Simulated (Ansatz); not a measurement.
Total energies of the cluster GeSe2⁺ from Ansatz at r2SCAN-D4/def2-TZVP, gas phase (1 Eh = 27.2114 eV = 2625.5 kJ/mol). The reference geometry is relaxed at PBE0-D4/def2-TZVP.

Cartesian coordinates in Å:
```
Ge 0.416 -0.700 -1.176
Se -0.085 -0.607 1.200
Se -0.330 1.306 -0.025
```

```tsv
state	geometry	energy (Eh)
charge 1 doublet	reference	-6879.85089
charge 0 singlet	reference	-6880.13531
charge 1 quartet	relaxed at PBE0-D4/def2-TZVP	-6879.76267
```

Problem. Work out the vertical electron affinity, to the singlet.

Solution. E(charge 1 doublet) − E(charge 0 singlet) = -6879.85089 − (-6880.13531) = 0.28442 Eh = 7.74 eV.

Problem. Which of the charge 1 states is lowest, and how far above it are the others?

Solution. The doublet. quartet: -6879.76267 − (-6879.85089) = 0.08822 Eh = 231.6 kJ/mol.

The structure comes from a short search, and lower isomers may exist.
